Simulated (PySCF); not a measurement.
PySCF job for Sb(Cl)3 cation (Cl₃Sb), SMILES [Cl][Sb]([Cl])[Cl] (connectivity only; charge and spin as stated), charge +1, multiplicity 2, PBE0-D3(BJ)/def2-SVP. Geometry: PBE0-D3(BJ)/def2-SVP. The multiplicity is an assumed one; other spin states were not compared. The isomer is the one that the SMILES or the coordinates give; other isomers of the formula were not compared. The def2 effective core potentials stand for the cores of Sb; spin–orbit coupling is left out.

```python
import numpy as np
from pyscf import gto, scf, dft, df
from pyscf.hessian import thermo

mol = gto.M(
    atom='''
    Sb    0.00000000    0.42390142    0.00000000
    Cl   -1.07023016   -0.42390142   -1.85369300
    Cl    2.14046030   -0.42390142    0.00000000
    Cl   -1.07023016   -0.42390142    1.85369300
    ''',
    basis='def2-SVP',
    ecp={'Sb': 'def2-svp'},
    charge=1,
    spin=1,
    max_memory=1600,
    verbose=3,
)
mf = dft.UKS(mol, xc='pbe0').density_fit(auxbasis='def2-universal-jkfit')
mf.disp = 'd3bj'
mf.grids.level = 3
mf.conv_tol = 1e-11
mf.max_cycle = 100
mf.kernel()
fine, coarse = mf.grids, dft.Grids(mol).set(level=1).build(with_non0tab=True)
for _ in range(3):  # follow internal instabilities
    mf.grids = coarse
    mo, _, stable, _ = mf.stability(return_status=True, nroots=4)
    mf.grids = fine
    if stable:
        break
    mf.kernel(mf.make_rdm1(mo, mf.mo_occ))

# [left out here: the lines that compute and print the analytic Hessian (its translational invariance restored by hand, since the grid's response is missing), thermochemistry and intensities]
```

Program output:

```

WARN: HOMO -0.710269109906243 >= LUMO -0.710269109906237

converged SCF energy = -1619.71307371157  <S^2> = 0.75767645  2S+1 = 2.0076618
<class 'pyscf.df.df_jk.DFUKS'> wavefunction is stable in the internal stability analysis

WARN: DFTD3 does not support analytical Hessian, using finite difference


WARN: Mole.unit (angstrom) is changed to Bohr

Mode                                 0                   1                   2
Irrep
Freq [cm^-1]                      108.9431            108.9561            121.5592
Reduced mass [au]                  38.6045             38.6047             47.5946
Force const [Dyne/A]                0.2700              0.2700              0.4144
Char temp [K]                     156.7448            156.7636            174.8966
Normal mode                   x     y     z       x     y     z       x     y     z
       0  Sb                 0.00  0.00 -0.03   -0.03  0.00 -0.00    0.00  0.05  0.00
       1  Cl                -0.07  0.02 -0.00    0.07  0.01 -0.07    0.02 -0.06  0.04
       2  Cl                 0.00  0.00  0.12   -0.05 -0.03  0.00   -0.05 -0.06 -0.00
       3  Cl                 0.07 -0.02 -0.01    0.08  0.01  0.07    0.02 -0.06 -0.04
Mode                                 3                   4                   5
Irrep
Freq [cm^-1]                      373.5224            400.8734            400.8748
Reduced mass [au]                  38.3374             44.3878             44.3879
Force const [Dyne/A]                3.1514              4.2027              4.2027
Char temp [K]                     537.4156            576.7675            576.7696
Normal mode                   x     y     z       x     y     z       x     y     z
       0  Sb                 0.00  0.03 -0.00   -0.03  0.00 -0.03   -0.03  0.00  0.03
       1  Cl                -0.04 -0.03 -0.07    0.05  0.04  0.09   -0.01 -0.01 -0.03
       2  Cl                 0.09 -0.03 -0.00    0.08 -0.03  0.00    0.08 -0.03 -0.00
       3  Cl                -0.04 -0.03  0.07   -0.01 -0.01  0.02    0.05  0.04 -0.09
temperature 298.1500 [K]
pressure 101325.00 [Pa]
Rotational constants [GHz] 1.77683 1.77683 1.03721
Symmetry number 1
Zero-point energy (ZPE) 0.00345 [Eh]   9060.091 [J/mol]
                           tot       elec      trans        rot        vib
Entropy [J/mol/K]       356.323      5.763    176.465    121.231     52.864
Cv [J/mol/K]             67.947      0.000     12.472     12.472     43.004
Cp [J/mol/K]             76.262      0.000     20.786     12.472     43.004
Internal energy [J/mol]                      3718.434   3718.434  17153.108
Internal energy [Eh]   -1619.70371  -1619.71307
Enthalpy [J/mol]                             6197.391   3718.434  17153.108
Enthalpy [Eh]          -1619.70276
Gibbs free energy [J/mol]                  -46415.635 -32426.561   1391.843
Gibbs free energy [Eh] -1619.74323
mode   freq/cm-1   IR/(km/mol)
   1      108.94         1.900
   2      108.96         1.902
   3      121.56         2.955
   4      373.52         3.060
   5      400.87        25.607
   6      400.87        25.603
max |gradient| / (hartree/bohr): 5.1943610162501674e-05
APT charges: [ 1.5007 -0.1669 -0.1669 -0.1669]
```

Self-consistency was reached.
